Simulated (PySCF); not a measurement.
Electron correlation in C (carbon, neutral)

[He] 2s2 2p1 3s1, high-spin 3P determinant (an excited configuration). Computed with PySCF 2.14 in dyall-acv3z, with the non-relativistic Hamiltonian (point nucleus). Frozen: 1s2; 4 electrons correlated; the 19 highest virtual orbitals of each spin left out.

```json
{"level": "CCSD", "correlation energy (mhartree)": "-85.20"}
{"level": "(T)", "correlation energy (mhartree)": "-2.14"}
{"level": "CCSD(T)", "correlation energy (mhartree)": "-87.34"}
```

Diagnostics: T1 = 0.016, D1 = 0.0409, largest double amplitude 0.126.

The outer electron is Rydberg-like, and this basis confines it to a smaller radius and binds it less than a complete one would.

Cost of the coupled-cluster step: of the order of 4 core-seconds, for 4 correlated electrons.

Iterations:

```
CC2 = 0
CCSD nocc = (np.int64(3), np.int64(1)), nmo = (56, 56)
frozen orbitals [[0, 57, 58, 59, 60, 61, 62, 63, 64, 65, 66, 67, 68, 69, 70, 71, 72, 73, 74, 75], [0, 57, 58, 59, 60, 61, 62, 63, 64, 65, 66, 67, 68, 69, 70, 71, 72, 73, 74, 75]]
max_cycle = 100
direct = 0
conv_tol = 1e-08
conv_tol_normt = 1e-06
diis_space = 8
diis_start_cycle = 0
Init t2, MP2 energy = -0.0592653489441882
Init E_corr(UCCSD) = -0.0592653489442883
cycle = 1  E_corr(UCCSD) = -0.0736769838863369  dE = -0.0144116349  norm(t1,t2) = 0.0593845
cycle = 2  E_corr(UCCSD) = -0.0792557129535068  dE = -0.00557872907  norm(t1,t2) = 0.0306638
cycle = 3  E_corr(UCCSD) = -0.0845450036973582  dE = -0.00528929074  norm(t1,t2) = 0.018407
cycle = 4  E_corr(UCCSD) = -0.0847302598396764  dE = -0.000185256142  norm(t1,t2) = 0.00872895
cycle = 5  E_corr(UCCSD) = -0.0852999548104732  dE = -0.000569694971  norm(t1,t2) = 0.00487546
cycle = 6  E_corr(UCCSD) = -0.0850637985036004  dE = 0.000236156307  norm(t1,t2) = 0.00178192
cycle = 7  E_corr(UCCSD) = -0.0852337515488188  dE = -0.000169953045  norm(t1,t2) = 0.000790053
cycle = 8  E_corr(UCCSD) = -0.0852019598512637  dE = 3.17916976e-05  norm(t1,t2) = 0.000317536
cycle = 9  E_corr(UCCSD) = -0.0851920230802468  dE = 9.93677102e-06  norm(t1,t2) = 0.000108534
cycle = 10  E_corr(UCCSD) = -0.0851998681146633  dE = -7.84503442e-06  norm(t1,t2) = 3.67648e-05
cycle = 11  E_corr(UCCSD) = -0.08519960318132  dE = 2.64933343e-07  norm(t1,t2) = 1.26004e-05
cycle = 12  E_corr(UCCSD) = -0.0851993497983217  dE = 2.53382998e-07  norm(t1,t2) = 5.22331e-06
cycle = 13  E_corr(UCCSD) = -0.085199363815064  dE = -1.40167423e-08  norm(t1,t2) = 2.16838e-06
cycle = 14  E_corr(UCCSD) = -0.0851994136540726  dE = -4.98390086e-08  norm(t1,t2) = 1.03007e-06
cycle = 15  E_corr(UCCSD) = -0.0851994085717945  dE = 5.08227807e-09  norm(t1,t2) = 3.29769e-07
UCCSD converged
E(UCCSD) = -37.50630436746901  E_corr = -0.08519940857179449
UCCSD(T) correction = -0.00213594762366239
```
